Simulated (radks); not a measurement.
Results of a calculation; reference values are marked as such.
Initial-state core-level shifts of neutral thulium when its valence configuration changes from [Xe] 4f13 6s2. Code: a radial shooting solver on a logarithmic mesh with Libxc functionals. Model: Dirac Kohn-Sham, LDA (Slater exchange, Perdew-Wang correlation), spin-unpolarised, spherical densities, finite nucleus; open shells fill j = l - 1/2 first; Fermi nuclear charge, rms radius 5.2256 fm. Shifts are changes of the shell-averaged eigenvalues in eV (positive: less bound); the change of the density at the nucleus, which sets a Mossbauer isomer shift, is in e/bohr^3, on a base of 9.458e+05.

valence                1s       4p       4d       5s  density at nucleus
4f13 5d1 6s1       +0.496   +0.548   +0.560   +0.664              -37.54
4f12 5d2 6s1       -5.302   -6.118   -5.900   -2.811               +1.43
4f12.5 5d0.5 6s2   -3.135   -3.559   -3.467   -2.087              +22.69
4f13 6p2           -2.564   -2.524   -2.534   -2.642              -68.73
4f11 5d2 6s2      -13.632  -15.466  -14.972   -7.960             +100.93
4f12 5d1 6s2       -6.453   -7.334   -7.128   -4.090              +47.26
4f11 5d2 6s1 6p1  -14.851  -16.675  -16.180   -9.167              +59.58
4f11 6s2 6p2      -20.586  -22.544  -22.073  -14.924             +147.99
